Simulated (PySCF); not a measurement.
## How methods differ on the interval between two levels of Cu²⁺

Cu²⁺ [Ar] 3d9 [2D5/2, M_J = 5/2] → Cu²⁺ [Ar] 3d8 4s1 [4F9/2, M_J = 9/2], as a difference of total energies. Computed with PySCF 2.14 in x2c-TZVPall-2c (6s7p4d1f, 54 functions), with the two-component X2C-1e Hamiltonian. Correlated levels: [Ne] frozen; the 6 highest virtual spinors dropped. "Screened" scales the spin-orbit matrix elements by Boettger's factors to mimic the two-electron term; Breit and QED terms are absent.

```csv
method,interval between two levels (cm⁻¹)
GHF (spin-free),50866
GMP2 (spin-free),67821
GHF (screened spin-orbit),50298
GMP2 (screened spin-orbit),67248
```

The labels give the starting determinants; with spin-orbit coupling the two ends relaxed to ⟨J²⟩ = 8.75, ⟨L²⟩ = 6.00, ⟨S²⟩ = 0.75 and ⟨J²⟩ = 24.75, ⟨L²⟩ = 12.01, ⟨S²⟩ = 3.75.
